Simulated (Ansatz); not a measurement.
`C[CH](C)[Ge][NH2]` + H₂Te → `CC(C)[TeH]` + `[NH2][GeH]` at 298.15 K and 1 bar (substitution at a C–Ge bond).

Program: Ansatz. Geometries: PBE0-D4/def2-TZVP. ΔE: electronic, gas phase. CBS: MP2 limit from def2 TZ/QZ plus the TZ coupled-cluster correction, frozen cores. Elements past krypton have def2 core potentials. For Ge, Te outer-core shells are correlated without core-valence functions, which leaves a few kJ/mol of doubt a bond. Scalar relativity is left out up to krypton. One conformer a species, not always the lowest.

| species | CCSD(T)/CBS energy (Eh) | H − E (kJ/mol) | S (J/(mol·K)) |
| --- | --- | --- | --- |
| `C[CH](C)[Ge][NH2]` | -2250.39816 | 335.0 | 369.0 |
| H₂Te | -268.91024 | 41.3 | 228.4 |
| `CC(C)[TeH]` | -386.69819 | 282.0 | 337.6 |
| `[NH2][GeH]` | -2132.60664 | 96.5 | 259.1 |

H − E and S are ideal-gas, rigid-rotor, harmonic terms from PBE0-D4/def2-TZVP, for one conformer and one mirror image of each species. 1 Eh = 2625.50 kJ/mol, R = 8.31446 J/(mol·K).

**Question.** By hand: ΔE, ΔH, ΔS and ΔG.

**Answer.** ΔE = (-386.69819) + (-2132.60664) − (-2250.39816) − (-268.91024) = 0.00357 Eh = 9.4 kJ/mol. Δ(H − E) = 282.0 + 96.5 − 335.0 − 41.3 = 2.2, so ΔH = 11.6 kJ/mol. ΔS = 337.6 + 259.1 − 369.0 − 228.4 = -0.7 J/(mol·K). ΔG = 11.6 − 298.15 × (-0.7)/1000 = 11.8 kJ/mol.

**Question.** By hand: the equilibrium constant, and the temperature at which ΔG would vanish if ΔH and ΔS stayed fixed.

**Answer.** log₁₀ K = −ΔG/(RT ln 10) = -2.1. ΔH and −TΔS have one sign here, so there is no such temperature. One of them is within its doubt of zero, so this could turn.

The number of gas molecules stays the same, so ΔS is small and ΔH decides. A doubt of 5 kJ/mol in ΔE shifts log₁₀ K by 0.9 here. Other conformers and mirror images would add mixing entropy, several J/(mol·K) or more a flexible species. Modes under 60 cm⁻¹, often nearly free rotors, make the harmonic entropy too high. These are equilibria of isolated gas molecules and say nothing of rates. Largest T1 diagnostic: 0.015 (customary marks: 0.02 for closed shells, 0.045 for open ones).
